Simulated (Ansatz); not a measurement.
CH8N2OSi, SMILES `NCO[SiH2]N`. The species carries charge 0 and has multiplicity 1. The structure was optimised at the PBE0-D4/def2-TZVP level. It is one conformer, not always the lowest.

```xyz
13

N    -1.573    2.051   -0.178
C    -0.348    1.384   -0.450
O    -0.298    0.076    0.109
Si    0.991   -0.939   -0.045
N     0.744   -2.434    0.731
H    -2.356    1.533   -0.556
H    -1.717    2.146    0.819
H     0.474    1.983   -0.043
H    -0.220    1.318   -1.537
H     1.222   -1.202   -1.491
H     2.183   -0.294    0.569
H     0.121   -3.120    0.337
H     0.776   -2.503    1.735
```

(1) What is the dipole moment at ωB97M-V/def2-TZVPP? (Best estimate.)

(2) And with PBE, r2SCAN, B3LYP? (An estimate is asked.)

(3) Give the Mulliken charges with ωB97M-V, PBE, r2SCAN in def2-TZVPP. (An estimate is asked.)

## Answers

(1) The calculation gave: 1.53 D, with components (-0.84, -0.97, 0.83) D in this frame, pointing from negative to positive charge.

(2) Computed: PBE 1.60 D, r2SCAN 1.58 D, B3LYP 1.50 D.

(3) Computed: 
```
atom  ωB97M-V    PBE  r2SCAN
  N1    -0.28  -0.32   -0.35
  C2     0.03   0.02    0.19
  O3    -0.36  -0.29   -0.38
 Si4     0.45   0.41    0.54
  N5    -0.37  -0.39   -0.45
  H6     0.11   0.14    0.13
  H7     0.11   0.14    0.13
  H8     0.11   0.09    0.05
  H9     0.11   0.09    0.05
 H10    -0.06  -0.09   -0.11
 H11    -0.06  -0.09   -0.11
 H12     0.12   0.15    0.16
 H13     0.12   0.15    0.16
```

B3LYP here is the variant with VWN-RPA as its local correlation; programs differ in this.
